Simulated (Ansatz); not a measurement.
`[SH][Cu]`. Charge 0, multiplicity 1. The geometry is a stationary point of PBE0-D4/def2-TZVP.

```xyz
3

S     0.574    0.410   -0.403
Cu   -0.155   -1.488    0.188
H    -0.419    1.077    0.215
```

(1) What is the dipole moment at B3LYP/def2-TZVPP? (Best estimate.)

(2) And with PBE, r2SCAN, ωB97M-V? (An estimate is asked.)

(3) Give the Mulliken charges with B3LYP, PBE, ωB97M-V in def2-TZVPP. (Estimate.)

Results:

(1) Ansatz gave: 3.79 D, with components (-1.71, -3.12, 1.31) D in this frame, pointing from negative to positive charge.

(2) The calculation gave: PBE 3.35 D, r2SCAN 3.77 D, ωB97M-V 4.40 D.

(3) The calculation gave: 
```json
{"atom": "S1", "B3LYP": "-0.38", "PBE": "-0.35", "ωB97M-V": "-0.40"}
{"atom": "Cu2", "B3LYP": "0.28", "PBE": "0.24", "ωB97M-V": "0.30"}
{"atom": "H3", "B3LYP": "0.10", "PBE": "0.11", "ωB97M-V": "0.11"}
```

B3LYP here is the variant with VWN-RPA as its local correlation; programs differ in this.
